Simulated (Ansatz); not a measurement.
`CN[Si](NC)(NC)NC`. The species carries charge 0 and has multiplicity 1. The geometry is a stationary point of PBE0-D4/def2-TZVP. It is one conformer, not always the lowest.

```xyz
25

C    -2.276    0.734   -1.476
N    -1.483    0.922   -0.285
Si    0.117    0.363   -0.035
N     1.260    1.253   -0.955
C     2.688    1.031   -0.951
N     0.093   -1.289   -0.498
C    -0.909   -2.273   -0.164
N     0.607    0.589    1.591
C     0.255   -0.258    2.705
H    -1.870   -0.104   -2.048
H    -3.318    0.490   -1.238
H    -2.284    1.610   -2.139
H    -1.826    1.643    0.328
H     0.922    1.682   -1.802
H     2.986    0.635    0.022
H     3.240    1.965   -1.104
H     3.027    0.318   -1.716
H     0.935   -1.679   -0.887
H    -0.583   -2.982    0.609
H    -1.214   -2.858   -1.040
H    -1.799   -1.766    0.212
H     0.939    1.503    1.855
H    -0.645    0.069    3.243
H     1.072   -0.325    3.431
H     0.066   -1.271    2.344
```

Task: What is the dipole moment at PBE/def2-TZVPP? (Estimate.)

Result: Computed: 0.29 D, with components (-0.01, 0.24, -0.16) D in this frame, pointing from negative to positive charge.

Task: And with r2SCAN, B3LYP, ωB97M-V? (Estimate.)

Result: The calculation gave: r2SCAN 0.30 D, B3LYP 0.28 D, ωB97M-V 0.29 D.

Task: Give the Mulliken charges with PBE, ωB97M-V, B3LYP in def2-TZVPP. (Best estimate.)

Result: Ansatz gave: 
```
atom    PBE  ωB97M-V  B3LYP
  C1  -0.18    -0.24  -0.18
  N2  -0.23    -0.27  -0.29
 Si3   0.20     0.38   0.39
  N4  -0.25    -0.28  -0.30
  C5  -0.19    -0.24  -0.18
  N6  -0.24    -0.27  -0.29
  C7  -0.18    -0.26  -0.18
  N8  -0.25    -0.28  -0.30
  C9  -0.18    -0.24  -0.17
 H10   0.08     0.11   0.09
 H11   0.09     0.12   0.09
 H12   0.09     0.11   0.09
 H13   0.12     0.09   0.11
 H14   0.12     0.09   0.11
 H15   0.08     0.10   0.08
 H16   0.09     0.11   0.09
 H17   0.08     0.11   0.08
 H18   0.12     0.09   0.11
 H19   0.08     0.11   0.09
 H20   0.08     0.12   0.09
 H21   0.09     0.12   0.09
 H22   0.13     0.10   0.12
 H23   0.08     0.11   0.09
 H24   0.08     0.11   0.09
 H25   0.08     0.10   0.09
```

B3LYP here is the variant with VWN-RPA as its local correlation; programs differ in this.
